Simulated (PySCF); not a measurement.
Ligand exchange on a metal centre used in film growth or etching (Zn Cl-CH3). Gas-phase values, no solvent. One relaxed conformer stands for each flexible species; it need not be the lowest.

The charge on the central atom (meta-Löwdin) from two functionals at the same geometries (TPSS-D3(BJ)/def2-SVP), both in PySCF: PBE-D3(BJ)/def2-TZVP and TPSSh-D3(BJ)/def2-TZVP. 

```
species                                    PBE-D3(BJ)/def2-TZVP (e)  TPSSh-D3(BJ)/def2-TZVP (e)
-----------------------------------------  ------------------------  --------------------------
0 of 2 Cl replaced by CH3 ([Zn(Cl)2])                          1.19                        1.23
1 of 2 Cl replaced by CH3 ([Zn(Cl)(CH3)])                      1.07                        1.11
2 of 2 Cl replaced by CH3 ([Zn(CH3)2])                         1.01                        1.04
```

Over these rows, drawn at random from the members with no instability flagged (it was tested for open shells, ions and some series alone), PBE minus TPSSh-D3(BJ): mean -0.04 e, from -0.05 e to -0.03 e.
